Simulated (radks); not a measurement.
Values are calculated unless marked as measured or tabulated.
Species: Tl28+. Configuration: [Kr] 4d10 4f7.

Code: a radial shooting solver on a logarithmic mesh with Libxc functionals. Model: Dirac Kohn-Sham, PBE, spin-unpolarised, spherical densities, finite nucleus; open shells fill j = l - 1/2 first; Fermi nuclear charge, rms radius 5.4759 fm.

Energy parts (eV):
| part | energy |
|---|---|
| total | -541837.31 |
| kinetic | 628767.83 |
| electron-nucleus | -1319494.58 |
| Hartree | 158293.09 |
| exchange-correlation | -9403.66 |

Orbitals (lengths in bohr, moments of r in powers of bohr; r(max) is where P^2 peaks):
orbital,occ.,eigenvalue (eV),<r>,<1/r>,r(max),<r^4>
1s1/2,2,-86352.18,0.01632,99.36,0.01003,3.761e-07
2s1/2,2,-16116.06,0.06808,24.52,0.05837,0.00005418
2p1/2,2,-15512.29,0.05589,24.49,0.04279,0.00003200
2p3/2,4,-13446.65,0.06468,19.69,0.05039,0.00005092
3s1/2,2,-4538.076,0.1767,9.018,0.1641,0.001940
3p1/2,2,-4265.436,0.1670,8.931,0.1529,0.001681
3p3/2,4,-3804.000,0.1829,7.681,0.1682,0.002355
3d3/2,4,-3353.253,0.1590,7.574,0.1308,0.001545
3d5/2,6,-3254.673,0.1638,7.294,0.1350,0.001708
4s1/2,2,-1663.519,0.3796,3.963,0.3638,0.03738
4p1/2,2,-1544.853,0.3788,3.869,0.3605,0.03840
4p3/2,4,-1421.781,0.4079,3.449,0.3892,0.05098
4d3/2,4,-1227.666,0.4044,3.291,0.3773,0.05300
4d5/2,6,-1203.295,0.4130,3.198,0.3856,0.05727
4f5/2,6,-956.4139,0.3961,2.964,0.3295,0.05453
4f7/2,1,-950.1426,0.3999,2.930,0.3329,0.05633

The highest occupied level is 4f7/2 at -950.14 eV. For comparison, the ionisation energy in NIST's Atomic Spectra Database is 990 eV (theoretical). In exact Kohn-Sham theory the highest level is minus the ionisation energy, but local and semilocal functionals leave it too shallow, through self-interaction and a potential that decays too fast; potentials with the right tail come closer. The density falls to 0.001 e/bohr^3 at r = 1.23 bohr. The electron density at the nucleus is 2.52e+06 e/bohr^3. Summed over all electrons, <r^2> = 5.235 bohr^2, which gives a Langevin (diamagnetic) susceptibility term of -4.15 x 10^-6 cm^3/mol.

Beside tabulated values, note that spin-unpolarised runs miss the spin-polarisation part of the exchange energy of open shells.
